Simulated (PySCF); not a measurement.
C5H8NO, SMILES CN1[CH]CCC1=O, multiplicity 2. Geometry optimised at PBE-D3(BJ)/def2-SVP. The isomer is the one that the SMILES or the coordinates give; other isomers of the formula were not compared. One conformer was computed; it need not be the lowest.

Computed with PBE-D3(BJ)/def2-SVP in PySCF.

Harmonic wavenumbers (cm⁻¹): 115, 155, 178, 280, 306, 409, 470, 537, 639, 663, 763, 817, 931, 962, 988, 1041, 1082, 1091, 1100, 1169, 1202, 1241, 1270, 1320, 1357, 1380, 1406, 1416, 1434, 1437, 1774, 2903, 2958, 2990, 3004, 3035, 3066, 3086, 3159. Rotational constants (GHz): 3.897, 3.005, 1.760; symmetry number 1.

Task: Work out the zero-point energy and the ideal-gas rigid-rotor harmonic-oscillator thermochemistry at 298.15 K and 1 atm.

Result: ZPE = ½ Σ hcν = ½ × 53137 cm⁻¹ = 317.83 kJ/mol. H − E(el) = 339.11 kJ/mol. Entropy in J/(mol K): translation 165.94, rotation 113.58, vibration 64.25, spin 5.76, total 349.54. G − E(el) = 234.90 kJ/mol. Cp = 117.92 J/(mol K). Modes under 150 cm⁻¹ make the vibrational entropy uncertain.
